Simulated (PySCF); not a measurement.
## Indium: a sound run and one with changed settings

Sound run: In²⁺ [Kr] 4d10 5s1, In³⁺ [Kr] 4d10. Calculation: PySCF 2.14, in cc-pVTZ-PP with ECP28MDF; scalar relativity through the core potential. The sound run starts from symmetry-adapted Hartree-Fock orbitals and uses a fine grid where one is needed.

Changed run: radial step 1.2 in ln r (0.13 in the sound run). This setting is unsound on purpose.

| species | method | sound run (hartree) | changed run (hartree) | converged |
| --- | --- | --- | --- | --- |
| In²⁺ | UHF | -188.39358 | -188.39358 | yes |
| In²⁺ | M06-L | -189.37130 | -183.78075 | yes |
| In²⁺ | TPSS | -189.13967 | -183.95814 | yes |
| In³⁺ | UHF | -187.41535 | -187.41535 | yes |
| In³⁺ | M06-L | -188.35860 | -182.14004 | yes |
| In³⁺ | TPSS | -188.10030 | -182.38584 | yes |

Ionisation energy of In²⁺:

```
method  sound run (eV)  changed run (eV)
   UHF          26.619            26.619
 M06-L          27.557            44.646
  TPSS          28.282            42.785
```

A coarse radial grid mis-integrates the density and the exchange-correlation energy, with errors of either sign; Hartree-Fock needs no grid.

For comparison, NIST gives 28.044 eV between the lowest levels.
